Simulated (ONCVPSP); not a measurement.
## Transferability test, ONCV potential for Si

| Item | Value |
| --- | --- |
| Element | Si |
| Generator | ONCVPSP 4.0.1 |
| Type | optimised norm-conserving Vanderbilt (ONCV) |
| Functional | LDA (Perdew-Wang 92) |
| Relativity | scalar-relativistic |
| Frozen core | [Ne] |
| Valence charge | 4 |
| Reference configuration | 3s2 3p2 |
| Partial waves | 3s: rc 1.80 bohr, ncon 5, nbas 9, qcut 3.1 1/bohr, local; 3p: rc 2.20 bohr, ncon 3, nbas 6, qcut 3.7 1/bohr, 2 projectors, debl 3.4 Ha; d scattering state at 0.24 Ha: rc 2.05 bohr, ncon 4, nbas 8, qcut 4.8 1/bohr, 3 projectors, debl 1.1 Ha |
| Local potential | the s channel |
| Core correction | Teter function, fcfact 1.5, rcfact 1.7 |

Energies are relative to the spin-unpolarised reference configuration 3s2 3p2; without spin polarisation the order of configurations can differ from experiment.

| valence configuration | charge | ΔE all-electron (eV) | error AE − PS (meV) |
| --- | --- | --- | --- |
| 3s1 3p0 | +3 | 58.069 | +7.0 |
| 3s1 3p2 | +1 | 15.236 | +1.3 |

**Question.** What are ΔE and the potential's error for 3s2 3p0?

**Answer.** ΔE = 23.930 eV all-electron; the error (AE − PS) is +2.8 meV.

**Question.** What are ΔE and the potential's error for 3s2 3p1?

**Answer.** ΔE = 7.823 eV all-electron; the error (AE − PS) is +0.1 meV.

Levels in the configuration 3s1 3p2:

```tsv
level	all-electron (eV)	pseudo (eV)
3s	-19.839	-19.835
3p	-12.368	-12.366
```
